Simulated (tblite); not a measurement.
Compound: silicon tetramer, Si4 (singlet state).
SMILES: `[Si]1[Si][Si][Si]1`

Level: GFN2-xTB in tblite, geometry and Hessian alike; calculated harmonic values, unscaled, isolated species. The method is semi-empirical: single wavenumbers can be off by several per cent or more.

Harmonic wavenumbers (cm⁻¹): 133.5, 211.2, 230.9, 330.7, 533.2, 542.0.

A = 5549, B = 2493, C = 1720 MHz; mass 111.908 u (most abundant isotopes); point group D2h, symmetry number 4.

Task: Zero-point energy?

Result: Half the sum of the wavenumbers: 991 cm⁻¹ = 2.83 kcal/mol.

Task: Give the ideal-gas entropy at 500 K and 1 bar in the rigid-rotor, harmonic-oscillator model (classical rotation).

Result: Translation 42.65, rotation 25.79, vibration 14.52: S = 83.0 cal/(mol K).

Task: And Cp and H(500 K) − H(0)?

Result: Cp = 18.87 cal/(mol K), of which vibrations give 10.92 (their classical limit is 6 R = 11.9); H(500 K) − H(0) = 7.64 kcal/mol without the zero-point energy, 3.66 from vibrations.

Task: Which modes carry the vibrational entropy at 500 K?

Result: 133.5 cm⁻¹: 3.90; 211.2 cm⁻¹: 3.01; 230.9 cm⁻¹: 2.84; 330.7 cm⁻¹: 2.16; 533.2 cm⁻¹: 1.32; 542.0 cm⁻¹: 1.29 cal/(mol K).

Task: Blend soft modes into free rotors: weight 1/[1 + (100 cm⁻¹/ν̃)⁴] for the oscillator and the rest for a rotor with moment μB/(μ + B), μ = h/(8π²ν), B = 10⁻⁴⁴ kg m². What vibrational entropy results?

Result: 14.29 cal/(mol K) in place of 14.52, which changes −T·S at 500 K by +0.11 kcal/mol.

Hindered rotation and anharmonicity are outside this model.
